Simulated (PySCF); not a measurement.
Ta(F)5, SMILES [F][Ta]([F])([F])([F])[F] (PBE0/def2-SVP optimised geometry):

```
6

Ta    -0.462     0.002     0.000
F     -0.460     0.001     1.881
F     -0.467     0.004    -1.881
F     -1.391     1.605     0.000
F      1.391     0.002     0.000
F     -1.384    -1.605     0.001
```

Computed with PBE0/def2-TZVP, def2 effective core potentials past Kr (PySCF).

What are the frontier orbital energies and the dipole moment?

HOMO-2 -12.46 eV, HOMO-1 -12.27 eV, HOMO -12.26 eV, LUMO -2.57 eV, LUMO+1 -2.57 eV; dipole moment 0.00 D.

On the same geometry PBE/def2-TZVP, def2 effective core potentials past Kr (PySCF) gives HOMO-2 -10.35 eV, HOMO-1 -10.17 eV, HOMO -10.16 eV, LUMO -3.32 eV, LUMO+1 -3.32 eV; dipole moment 0.00 D.
